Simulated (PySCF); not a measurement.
**KF⁻ at UHF-MP2**

Computed with UHF-MP2; K aug-pcseg-1, F aug-pcseg-1; no relativity (PySCF 2.14).

```json
{
 "state": "²Σ⁺ (doublet), unpaired electrons σ ↑",
 "bond length": "2.297 Å",
 "harmonic wavenumber": "355 cm⁻¹",
 "force constant": "0.949 mdyn/Å",
 "rotational constant Be": "0.2501 cm⁻¹",
 "anharmonicity ωexe": "2.60 cm⁻¹",
 "vibration–rotation constant αe": "0.00251 cm⁻¹",
 "well depth De to K + F⁻": "2.13 eV",
 "dissociation energy D0": "2.11 eV"
}
```

Correlated steps freeze 6 core orbitals. Correlated levels converge slowly with the basis: in double zeta they bind strong bonds too weakly, by up to about 1 eV, and carry superposition errors of some tenths. For an ion De counts to the pair picked by the measured ionisation energies or electron affinities, which need not be the lowest pair at this level. The state is the lowest determinant that a PBE0 search found; another state may lie lower at other levels.
